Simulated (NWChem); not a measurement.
System: GaNH3F; SMILES [GaH]([NH2])[F]

```xyz
6

Ga    -0.3360    -0.0221     0.0005
H     -1.8881    -0.1323    -0.0399
F      0.6270    -1.4988    -0.0030
N      0.6721     1.4901    -0.0258
H      1.6745     1.4647     0.1090
H      0.2813     2.4109     0.1220
```
Atoms are numbered in this order, from 1.

Program: NWChem. Medium grid unless said otherwise, to which SCAN and Minnesota functionals are sensitive. Geometry: optimised at B3LYP/6-31G* (spherical d). Hybrids' shares of exact exchange are those that their runs print; pure functionals count as 0. The functionals differ in more than this share.

| row | share of exact exchange | highest occupied level (eV) |
|---|---|---|
| PBE/def2-SVP | 0.00 | -6.09 |
| OLYP/def2-SVP | 0.00 | -5.94 |
| B3LYP/def2-SVP | 0.20 | -7.26 |
| B3PW91/def2-SVP | 0.20 | -7.30 |
| r2SCAN0/def2-SVP | 0.25 | -7.77 |
| BHandHLYP/def2-SVP | 0.50 | withheld |

**Question.** Fit a straight line of the last column on the one before it, predict the withheld value, and compare with the run.

**Answer.** 
1. Means of the 5 shown rows: x = 0.130, y = -6.872. Slope Σ(x − x̄)(y − ȳ)/Σ(x − x̄)² = -0.3877/0.05800 = -6.684; intercept -6.003.
2. The shown rows scatter about the line by 0.076 (root mean square); the largest residual is -0.10, at r2SCAN0/def2-SVP.
3. At x = 0.50 (BHandHLYP/def2-SVP; beyond the shown range) the line gives -9.35.
4. The run gives -8.88, +0.47 from the line, 6.2 times the scatter.
